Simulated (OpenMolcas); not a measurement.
Co2+: effect of the basis set

```yaml
Program: OpenMolcas 26.06
Method: CASSCF
Active_space: 7 electrons in 5 orbitals (3d)
State_averaging: 2S+1 = 4 even, 10 roots; 2S+1 = 2 even, 40 roots
Spin-orbit_coupling: RASSI with atomic mean-field integrals over the reference wave functions, term energies averaged over their components
```

A. ANO-RCC-VDZP [5s4p2d1f], DKH2, point nucleus; cost roughly 10 core-seconds
B. ANO-L-VTZP [6s5p3d2f1g], non-relativistic, point nucleus; cost of the order of 8 core-seconds
C. ANO-RCC-VTZP [6s5p3d2f1g], DKH2, point nucleus; cost roughly 9 core-seconds
D. ANO-R2 [7s5p4d2f1g], X2C, finite nucleus; cost roughly 12 core-seconds
E. ANO-RCC-VQZP [7s6p4d3f2g1h], DKH2, point nucleus; cost of the order of 13 core-seconds
F. ANO-R3 [8s5p5d3f2g1h], X2C, finite nucleus; cost roughly 8 core-seconds

Energies in cm-1 above 3d7 4F 9/2, the measured ground level; measured values from Sugar and Corliss, J. Phys. Chem. Ref. Data 10, 1097 (1981).

```tsv
Level	A	B	C	D	E	F	Measured
3d7 4F 9/2	0.0	0.0	0.0	0.0	0.0	0.0	0.0
3d7 4F 7/2	856	845	853	829	821	831	841
3d7 4F 5/2	1488	1470	1482	1442	1429	1446	1451
3d7 4F 3/2	1922	1900	1915	1865	1849	1870	1867
3d7 2G 9/2	19032	19366	19015	19374	19416	19379	16978
3d7 4P 5/2	19092	19383	19076	19377	19399	19382	15202
3d7 4P 3/2	19385	19678	19369	19670	19691	19676	15428
3d7 4P 1/2	19783	20067	19765	20049	20066	20057	15811
3d7 2G 7/2	19846	20169	19825	20163	20197	20170	17766
3d7 2P 3/2	25170	25606	25149	25608	25659	25614	20195
3d7 2H 11/2	25305	25737	25283	25737	25785	25743	22720
3d7 2P 1/2	26021	26443	25996	26429	26470	26438	
3d7 2H 9/2	26023	26445	25998	26431	26472	26439	23434
3d7 2D 5/2(1)	27398	27877	27374	27877	27933	27884	23059
3d7 2D 3/2(1)	28663	29118	28633	29093	29134	29103	24237
3d7 2F 5/2	43803	44538	43769	44521	44592	44532	37021
3d7 2F 7/2	44159	44889	44124	44866	44933	44877	37316
3d7 2D 3/2(2)	68333	69514	68282	69486	69608	69501	
3d7 2D 5/2(2)	68744	69919	68692	69883	70000	69899
```

Deviations, from unrounded energies. A percentage is the sum of absolute deviations over the sum of measured energies, with the sign that they share, or ± where signs differ.

```
                        Against measurement  Levels      A      B      C      D      E      F
             mean absolute deviation (cm-1)      15   3200   3600   3200   3600   3600   3600
      fine structure of the ground term (%)       3   +2.6   +1.3   +2.2   -0.6   -1.4   ±0.4
other terms of the ground configuration (%)      12  +18.0  +20.0  +17.9  +19.9  +20.1  +19.9
```

A, C lie about equally close to measurement and E furthest from it. The largest miss of C in the table is 3d7 2F 7/2, by +6800 cm-1. The ranking rests on the paired levels alone, and a cruder setting can come out closer through cancelling errors.

Among A to F the level of the table that moves most is 3d7 2D 3/2(2), by 1300 cm-1 (lowest in C, highest in E).

Without dynamic correlation excited terms often stand tens of per cent too high (terms of higher spin than the ground term too low), and those without a measured partner can miss by more than the paired ones. Measured partners are found by configuration, term and J. A level has none where our copy of the source lacks it or the pairing is in doubt (some pairs that miss far off the trend of their configuration count as doubtful), and it then counts in no deviation. Only configurations of the active space appear.

A number in round brackets counts repeated terms of one configuration in the order of the reference energies.
